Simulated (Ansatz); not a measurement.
## Molecular dynamics of NaH13O7

The input (input.yaml):

```yaml
accuracy: low
crystal:
  lattice:
    - [6.628223, 0.0, 0.0]
    - [0.0, 6.628223, 0.0]
    - [0.0, 0.0, 6.628223]
  atoms:
    - { symbol: O, position: [0.25532161, 0.44933099, 0.12476037] }
    - { symbol: H, position: [0.11082991, 0.48061034, 0.0808067] }
    - { symbol: H, position: [0.29019937, 0.3153168, 0.0907985] }
    - { symbol: O, position: [0.86269699, 0.53540752, 0.00462705] }
    - { symbol: H, position: [0.80453366, 0.54967068, 0.13865734] }
    - { symbol: H, position: [0.82284476, 0.39870975, -0.05723388] }
    - { symbol: O, position: [0.21497734, 1.01534868, 0.67385675] }
    - { symbol: H, position: [0.23041474, 0.96878154, 0.53547013] }
    - { symbol: H, position: [0.30295912, 1.14240536, 0.67981411] }
    - { symbol: O, position: [0.39400565, 0.70712172, -0.15269564] }
    - { symbol: H, position: [0.29500291, 0.81358626, -0.20084624] }
    - { symbol: H, position: [0.34734423, 0.63549712, -0.03082373] }
    - { symbol: O, position: [0.4627969, 0.32983016, 0.67720147] }
    - { symbol: H, position: [0.423038, 0.45650258, 0.7357176] }
    - { symbol: H, position: [0.56601384, 0.25927111, 0.78117739] }
    - { symbol: O, position: [0.79962121, 0.53873404, 0.50621167] }
    - { symbol: H, position: [0.91864016, 0.48012199, 0.5679474] }
    - { symbol: H, position: [0.67840343, 0.45400985, 0.5502914] }
    - { symbol: Na, position: [0.74073877, 0.80023738, 0.79362289] }
    - { symbol: O, position: [0.71423839, 0.1444138, -0.0949943] }
    - { symbol: H, position: [0.6429842, 0.14946383, 0.03107171] }
basis:
  ecutwfc: 420.0
kpoints:
  mp_grid: { grid: [1, 1, 1] }
hamiltonian:
  xc: pbe
  dispersion: d3bj
scf:
  occupations: { method: fermi_dirac, width: 0.05 }
  lower_state_search: "off"
  convergence: { dr2_threshold: 0.1 }
md:
  timestep: 0.5
  n_steps: 200
  ensemble: nvt_langevin
  temperature: 250.0
  initial_velocities: maxwell_boltzmann
  seed: 740377
  friction: 0.02
```

Command:

```bash
$ ansatz run input.yaml --threads 1 --pin off --max-ram 3072MiB --backend cpu --events-out ev --progress --plain --runs-dir out
```

It goes on from the last frame of an earlier run, with new velocities.

Output, in part (warnings, step lines):

```
WARN: F and its Harris–Foulkes estimate disagree by 1.13e-2 eV at the final density (on a DFT+U run the figure also counts the on-site term, by absolute value) — the energy may not be reliable. Consider tightening scf.convergence.
WARN: F and its Harris–Foulkes estimate disagree by 1.51e-2 eV at the final density (on a DFT+U run the figure also counts the on-site term, by absolute value) — the energy may not be reliable. Consider tightening scf.convergence.
WARN: F and its Harris–Foulkes estimate disagree by 1.02e-2 eV at the final density (on a DFT+U run the figure also counts the on-site term, by absolute value) — the energy may not be reliable. Consider tightening scf.convergence.
WARN: F and its Harris–Foulkes estimate disagree by 6.95e-2 eV at the final density (on a DFT+U run the figure also counts the on-site term, by absolute value) — the energy may not be reliable. Consider tightening scf.convergence.
WARN: F and its Harris–Foulkes estimate disagree by 1.10e-2 eV at the final density (on a DFT+U run the figure also counts the on-site term, by absolute value) — the energy may not be reliable. Consider tightening scf.convergence.
WARN: F and its Harris–Foulkes estimate disagree by 3.78e-2 eV at the final density (on a DFT+U run the figure also counts the on-site term, by absolute value) — the energy may not be reliable. Consider tightening scf.convergence.
md step     0: t =     0.00 fs  T =   238.1 K  F+E_penalty+E_count = -5669.14236936 eV  E_kin = 0.646300 eV  (6 SCF iters)
md step     1: t =     0.50 fs  T =   225.5 K  F+E_penalty+E_count = -5669.10135987 eV  E_kin = 0.612239 eV  (2 SCF iters)
md step     2: t =     1.00 fs  T =   216.4 K  F+E_penalty+E_count = -5669.05955141 eV  E_kin = 0.587349 eV  (2 SCF iters)
md step     3: t =     1.50 fs  T =   214.4 K  F+E_penalty+E_count = -5669.02632177 eV  E_kin = 0.582010 eV  (2 SCF iters)
md step     4: t =     2.00 fs  T =   215.6 K  F+E_penalty+E_count = -5669.01173399 eV  E_kin = 0.585364 eV  (2 SCF iters)
md step     5: t =     2.50 fs  T =   215.6 K  F+E_penalty+E_count = -5669.01621205 eV  E_kin = 0.585360 eV  (2 SCF iters)
md step     6: t =     3.00 fs  T =   223.0 K  F+E_penalty+E_count = -5669.03217886 eV  E_kin = 0.605244 eV  (2 SCF iters)
md step     7: t =     3.50 fs  T =   224.9 K  F+E_penalty+E_count = -5669.04637536 eV  E_kin = 0.610384 eV  (2 SCF iters)
[... lines left out ...]
md step   199: t =    99.50 fs  T =   329.6 K  F+E_penalty+E_count = -5668.85185565 eV  E_kin = 0.894704 eV  (3 SCF iters)
md step   200: t =   100.00 fs  T =   329.3 K  F+E_penalty+E_count = -5668.84936154 eV  E_kin = 0.894006 eV  (2 SCF iters)
```

The steps, from the saved trajectory:

```
time (fs)  T (K)  potential energy less start (eV)
      0.0    238                             0.000
      3.0    223                             0.110
      6.0    196                             0.204
      9.0    203                             0.191
     12.0    180                             0.210
     15.0    222                             0.129
     18.0    265                            -0.001
     21.0    268                             0.119
     24.0    289                             0.030
     27.0    278                             0.040
     30.0    253                             0.120
     33.0    252                             0.204
     36.0    280                             0.187
     39.0    277                             0.235
     42.0    249                             0.285
     45.0    217                             0.320
     48.0    278                             0.254
     51.0    202                             0.469
     54.0    277                             0.288
     57.0    327                             0.156
     60.0    305                             0.107
     63.0    275                             0.245
     66.0    286                             0.208
     69.0    248                             0.327
     72.0    247                             0.300
     75.0    318                             0.177
     78.0    307                             0.214
     81.0    293                             0.328
     84.0    275                             0.463
     87.0    343                             0.294
     90.0    274                             0.446
     93.0    360                             0.254
     96.0    276                             0.442
     99.0    321                             0.308
```

The run went to its last step. The mean temperature of the second half is 17 % above the set value. A run of 0.1 ps of so small a system gives no equilibrium averages. The SCF threshold is loose, so the forces are noisy. Limits of this set-up: coarse k mesh, low accuracy level.

Mean squared displacements from the first frame to the last, about the centre of mass: O 0.12 Å², H 0.16 Å², Na 0.10 Å².

Last frame:

```xyz
21
Lattice="6.6282 0.0000 0.0000 0.0000 6.6282 0.0000 0.0000 0.0000 6.6282" Properties=species:S:1:pos:R:3
O 1.797 2.896 0.634
H 0.848 3.062 0.385
H 1.906 1.972 0.885
O 5.894 3.361 -0.120
H 5.535 3.453 0.794
H 5.374 2.420 -0.307
O 1.290 6.410 4.274
H 1.150 6.266 3.356
H 1.882 7.178 4.326
O 2.823 4.548 -1.227
H 2.106 5.179 -1.566
H 2.591 4.196 -0.342
O 3.135 1.854 4.264
H 2.794 2.756 4.482
H 3.736 1.614 5.081
O 4.880 3.872 3.493
H 5.458 3.390 4.121
H 4.094 3.257 3.192
Na 5.029 5.545 5.273
O 4.704 1.084 -0.433
H 4.145 1.155 0.367
```

Run time: 2 min on 1 CPU thread of a shared host.
